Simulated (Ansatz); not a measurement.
Calculation: Ansatz (a first-principles code) with B3LYP-D3(BJ)/def2-TZVP. No frequencies were computed at this level.

Ansatz 0.2 input:
```yaml
crystal:
  periodic: [false, false, false]
  atoms:
    - { symbol: S, position_ang: [1.616949, -0.081339, 0.813931] }
    - { symbol: Si, position_ang: [-0.39842, 0.007909, 0.083469] }
    - { symbol: Br, position_ang: [-0.839894, -1.73813, -1.216079] }
    - { symbol: Br, position_ang: [-0.735672, 1.88081, -1.061468] }
    - { symbol: Br, position_ang: [-1.820359, -0.023217, 1.770579] }
    - { symbol: H, position_ang: [2.177394, -0.046033, -0.390432] }
basis:
  gaussian: { orbitals: def2-tzvp }
hamiltonian:
  xc: b3lyp
  dispersion: d3bj
relax:
  max_steps: 150
```

Output:

```
Functional definition: B3LYP
1815 factors; their error is unknown
mean field evaluation 1: about -228874.9549 eV, gradient 1.9e1 eV
mean field evaluation 2: about -228875.0692 eV, gradient 1.7e1 eV
mean field evaluation 4: about -228875.7419 eV, gradient 1.5e0 eV
mean field evaluation 8: about -228875.7460 eV, gradient 1.3e-1 eV
mean field evaluation 16: about -228876.8184 eV, gradient 4.9e-4 eV
mean field -228876.81836955 eV, -8411.0679368013 hartree, gradient 4.5e-5 eV, S^2 0.000000; 0 other end points of the search recorded, 0 dependent functions left out
reference -228876.81864117 eV, -8411.0679467834 hartree; 68, 68 occupied and 156, 156 virtual orbitals, 1815 factors
relax step   1: F+E_penalty+E_count = -228877.44028758 eV  Δ(F+E_penalty+E_count) = +0.000e0 eV  max|allowed force component| = 5.529e-1 eV/Å  Δτ_max = 0.0000 Å  (28 SCF iters, accepted)
these checks for a lower state are left out or cut short: starts, cluster_reference, orbital_swaps, neighbouring_geometries, increment
1815 factors; their error is unknown
mean field -228876.81393270 eV, -8411.0677737501 hartree, gradient 1.2e-5 eV, S^2 0.000000; 0 other end points of the search recorded, 0 dependent functions left out
reference -228876.81420545 eV, -8411.0677837737 hartree; 68, 68 occupied and 156, 156 virtual orbitals, 1815 factors
relax step   2: F+E_penalty+E_count = -228877.44040338 eV  Δ(F+E_penalty+E_count) = -1.158e-4 eV  max|allowed force component| = 3.624e-1 eV/Å  Δτ_max = 0.1413 Å  (30 SCF iters, accepted)
these checks for a lower state are left out or cut short: starts, cluster_reference, orbital_swaps, neighbouring_geometries, increment
1815 factors; their error is unknown
mean field evaluation 32: about -228876.8451 eV, gradient 2.0e-5 eV
mean field -228876.84510501 eV, -8411.0689193116 hartree, gradient 2.0e-5 eV, S^2 0.000000; 0 other end points of the search recorded, 0 dependent functions left out
reference -228876.84537689 eV, -8411.0689293029 hartree; 68, 68 occupied and 156, 156 virtual orbitals, 1815 factors
relax step   3: F+E_penalty+E_count = -228877.46929477 eV  Δ(F+E_penalty+E_count) = -2.889e-2 eV  max|allowed force component| = 1.899e-1 eV/Å  Δτ_max = 0.1041 Å  (30 SCF iters, accepted)
these checks for a lower state are left out or cut short: starts, cluster_reference, orbital_swaps, neighbouring_geometries, increment
1815 factors; their error is unknown
mean field -228876.84587911 eV, -8411.0689477592 hartree, gradient 1.7e-5 eV, S^2 0.000000; 0 other end points of the search recorded, 0 dependent functions left out
reference -228876.84615090 eV, -8411.0689577471 hartree; 68, 68 occupied and 156, 156 virtual orbitals, 1815 factors
relax step   4: F+E_penalty+E_count = -228877.47053920 eV  Δ(F+E_penalty+E_count) = -1.244e-3 eV  max|allowed force component| = 8.464e-2 eV/Å  Δτ_max = 0.0080 Å  (32 SCF iters, accepted)
these checks for a lower state are left out or cut short: starts, cluster_reference, orbital_swaps, neighbouring_geometries, increment
1815 factors; their error is unknown
mean field -228876.84662560 eV, -8411.0689751920 hartree, gradient 1.7e-5 eV, S^2 0.000000; 0 other end points of the search recorded, 0 dependent functions left out
reference -228876.84689743 eV, -8411.0689851817 hartree; 68, 68 occupied and 156, 156 virtual orbitals, 1815 factors
relax step   5: F+E_penalty+E_count = -228877.47084934 eV  Δ(F+E_penalty+E_count) = -3.101e-4 eV  max|allowed force component| = 3.289e-2 eV/Å  Δτ_max = 0.0139 Å  (31 SCF iters, accepted)
these checks for a lower state are left out or cut short: starts, cluster_reference, orbital_swaps, neighbouring_geometries, increment
1815 factors; their error is unknown
mean field -228876.84636673 eV, -8411.0689656789 hartree, gradient 1.7e-5 eV, S^2 0.000000; 0 other end points of the search recorded, 0 dependent functions left out
reference -228876.84663845 eV, -8411.0689756645 hartree; 68, 68 occupied and 156, 156 virtual orbitals, 1815 factors
relax step   6: F+E_penalty+E_count = -228877.47096316 eV  Δ(F+E_penalty+E_count) = -1.138e-4 eV  max|allowed force component| = 2.784e-3 eV/Å  Δτ_max = 0.0030 Å  (31 SCF iters, accepted)
1815 factors; their error is unknown
mean field evaluation 64: about -228875.7371 eV, gradient 4.1e0 eV
mean field -228876.84636673 eV, -8411.0689656789 hartree, gradient 1.7e-5 eV, S^2 0.000000; 1 other end points of the search recorded, 0 dependent functions left out
reference -228876.84663845 eV, -8411.0689756645 hartree; 68, 68 occupied and 156, 156 virtual orbitals, 1815 factors
Total energy: -228877.47123488 eV, -8411.0919291600 hartree
Atom 0 at     1.568660    -0.081594     0.852415 Å, force     0.001294    -0.000063     0.000600 eV/Å
Atom 1 at    -0.396624     0.008700     0.063743 Å, force     0.002784    -0.000092     0.000290 eV/Å
Atom 2 at    -0.841561    -1.713262    -1.263305 Å, force    -0.000629    -0.000687    -0.000475 eV/Å
Atom 3 at    -0.738647     1.860193    -1.110638 Å, force    -0.000587     0.000760    -0.000413 eV/Å
Atom 4 at    -1.741492    -0.027575     1.819412 Å, force    -0.000568     0.000027    -0.000257 eV/Å
Atom 5 at     2.149662    -0.046462    -0.361627 Å, force    -0.002295     0.000055     0.000255 eV/Å
Dipole moment:     0.194645    -0.001896    -0.086834 e Å
```

Cost: very roughly 2.3 core-minutes.
